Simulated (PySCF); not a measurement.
A compound of formula C35H54Si3 has these computed shifts in ppm, with the number of atoms in brackets (GIAO KT3/pcSseg-1, gas phase, PySCF SCF with an in-house response code, fitting set def2-universal-JFIT, grid level 2, non-relativistic, on the GFN2-xTB geometry; 13C, 1H, 29Si against isolated TMS).

1H: 7.36 (2), 7.21 (2), 6.92 (2), 6.77 (2), 6.68 (2), 6.38 (2), 2.73 (1), 2.56 (1), 2.45 (1), 2.40 (1), 2.24 (1), 2.05 (1), 1.80 (1), 1.61 (1), 1.38 (3), 1.28 (1), 0.68 (3), 0.30 (9), 0.25 (9), 0.21 (9)
13C: 141.4 (1), 140.2 (1), 138.2 (1), 130.4 (1), 129.3 (1), 127.0 (2), 126.3 (2), 126.3 (1), 125.7 (2), 122.1 (2), 120.6 (2), 120.2 (2), 48.3 (1), 44.2 (1), 43.3 (1), 42.7 (1), 39.5 (1), 38.3 (1), 27.5 (1), 15.2 (1), 0.1 (3), 0.1 (3), -0.4 (3)
29Si: -6.5 (1), -6.7 (1), -7.2 (1)

Which structure gave them?

CC[C@H](C[C@@H](C[C@@H](C)c1ccc([Si](C)(C)C)cc1)c1ccc([Si](C)(C)C)cc1)c1ccc([Si](C)(C)C)cc1. Other isomers were not compared.
